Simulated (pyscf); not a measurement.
**Routes from O=Mo(OH)(F)(F)–O–SiH₃**

Candidate steps break at most two bonds and form at most two. Each was searched with GFN2-xTB (tblite) first. Single points on ωB97X-D3(BJ)/def2-SVP structures (PySCF, gas phase). Energies: ωB97M-D3(BJ)/def2-TZVP, eV, from the reactant's lowest minimum found, singlet surface; ΔG‡ with ideal gas, 1 atm, RRHO with modes under 100 cm⁻¹ raised to 100, one conformer, R ln 2 for chiral ones without a mode under 150 cm⁻¹.

```json
[
 {"products": "O=Mo(=O)(F)–F + HO–SiH₃", "type": "elimination (O–Si, Mo–O broken, O–Si formed)", "ΔE‡": "0.59", "ΔE": "+0.38", "ΔG‡ 298 K": "0.67", "ΔG‡ 900 K": "0.88", "ν‡ (cm⁻¹)": "289i"},
 {"products": "O=Mo(=O)(F)–F + HO–SiH₃", "type": "elimination (H–O, Mo–O broken, H–O formed)", "ΔE‡": "0.98", "ΔE": "+0.38", "ΔG‡ 298 K": "0.90", "ΔG‡ 900 K": "1.03", "ν‡ (cm⁻¹)": "1509i"}
]
```

Row 1: On the product side the descent ends in an adduct with a Mo–O contact, 0.66 eV under the separated species and 0.67 eV under the saddle at ωB97X-D3(BJ)/def2-TZVP. Row 2: On the product side the descent ends in an adduct with a Mo–O contact, 0.64 eV under the separated species and 1.11 eV under the saddle at ωB97X-D3(BJ)/def2-TZVP. 

Plain bond fissions and candidates not yet searched are not listed, and one of them may be faster. Each barrier is that of the saddle found; lower ones may exist. Elements past Kr carry the def2 core potentials, without spin-orbit coupling.
